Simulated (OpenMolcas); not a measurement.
Ni2+ among 6 point charges of -2 e arranged as an octahedron (Oh).

```json
{
 "Program": "OpenMolcas",
 "Method": "CASSCF",
 "Basis": "ANO-RCC-VDZP [5s4p2d1f]",
 "Scalar Hamiltonian": "DKH2, point nucleus",
 "Active space": "8 electrons in 5 orbitals (3d)",
 "State averaging": "2S+1 = 3 even, 10 roots; 2S+1 = 1 even, 15 roots",
 "Spin-orbit coupling": "state interaction with AMFI integrals over the reference wave functions"
}
```

All point charges move together. At R = 1.85 Å the first state of the same spin is 6190 cm-1, and at R = 1.99 Å it is 4570 cm-1.

Question: A third run gives 3709 cm-1. What distance was it run at?

Answer: With a power law R^-n the two known points give n = -ln(4570 / 6190) / ln(1.99 / 1.85) = 4.16. Then R = 1.85 × (6190 / 3709)^(1/4.16) = 2.092 Å. The run was at 2.09 Å, so the estimate is off by +0.002 Å.

Without dynamic correlation the repulsion within the d shell is too large (B by tens of per cent), so at a given field states of lower spin stand too high. Point charges carry no covalency, so the field is a model and not that of real ligands. No measured value stands beside these numbers.
